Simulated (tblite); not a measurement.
Species: C2H7BGeO3.
Geometry (GFN2-xTB, Å), atoms numbered from 1 in this order:
```xyz
14
C2H7BGeO3 angstrom
C     -0.8445   -2.0036    0.3068
C     -0.2700   -0.8136    0.1163
O      1.0822   -0.7639   -0.0236
Ge     2.1374    0.6177   -0.2880
B     -1.0542    0.5503    0.0423
O     -2.3923    0.7016    0.1680
O     -0.2873    1.6456   -0.1633
H     -0.2615   -2.9072    0.3505
H     -1.9093   -2.1007    0.4238
H      3.4176   -0.1654   -0.3289
H      1.8889    1.2868   -1.6058
H      2.1430    1.5672    0.8720
H     -2.8964   -0.0961    0.3172
H     -0.7542    2.4807   -0.2095
```

Method: GFN2-xTB as coded in tblite; computed harmonic values from a numerical Hessian at the method's own geometry, unscaled. The method is semi-empirical: single wavenumbers can be off by several per cent or more. Modes of hydrogen on germanium can be 10 to 20 % off. One conformer, not necessarily the lowest.

Harmonic wavenumbers (cm⁻¹): 56.2, 89.6, 159.2, 233.1, 287.0, 292.0, 301.6, 373.2, 461.4, 543.5, 560.2, 564.8, 603.0, 634.9, 639.3, 704.1, 716.9, 769.9, 818.8, 853.0, 855.8, 944.0, 950.1, 979.2, 1167.3, 1295.5, 1314.3, 1385.7, 1645.7, 1936.7, 2012.2, 2020.0, 3106.0, 3136.5, 3605.6, 3648.9.

A = 3221, B = 1128, C = 844.1 MHz; mass 163.970 u (most abundant isotopes); point group Cs, symmetry number 1.

Task: What is the zero-point energy?

Result: Half the sum of the wavenumbers: 19833 cm⁻¹ = 237.25 kJ/mol.

Task: What is S at 350 K and 1 bar for an ideal gas of classical rigid rotors and harmonic oscillators?

Result: Translation 175.79, rotation 123.50, vibration 118.43: S = 417.7 J/(mol K).

Task: And Cp and H(350 K) − H(0)?

Result: Cp = 167.79 J/(mol K), of which vibrations give 134.53 (their classical limit is 36 R = 299.3); H(350 K) − H(0) = 34.65 kJ/mol without the zero-point energy, 23.01 from vibrations.

Task: Which modes carry the vibrational entropy at 350 K?

Result: 56.2 cm⁻¹: 20.52; 89.6 cm⁻¹: 16.67; 159.2 cm⁻¹: 11.99; 233.1 cm⁻¹: 8.98; 287.0 cm⁻¹: 7.41; 292.0 cm⁻¹: 7.28 J/(mol K); the other 30 give 45.60 together.

Task: Blend soft modes into free rotors: weight 1/[1 + (100 cm⁻¹/ν̃)⁴] for the oscillator and the rest for a rotor with moment μB/(μ + B), μ = h/(8π²ν), B = 10⁻⁴⁴ kg m². What vibrational entropy results?

Result: 111.13 J/(mol K) in place of 118.43, which changes −T·S at 350 K by +2.56 kJ/mol.

Hindered rotation and anharmonicity are outside this model. Other conformers, if any are populated, would add a mixing term that is left out.

Hardware: an Intel Xeon at 2.50 GHz with one thread (shared host). Cost: 1.2 s of wall time. This covers the Hessian and the dipole derivatives.
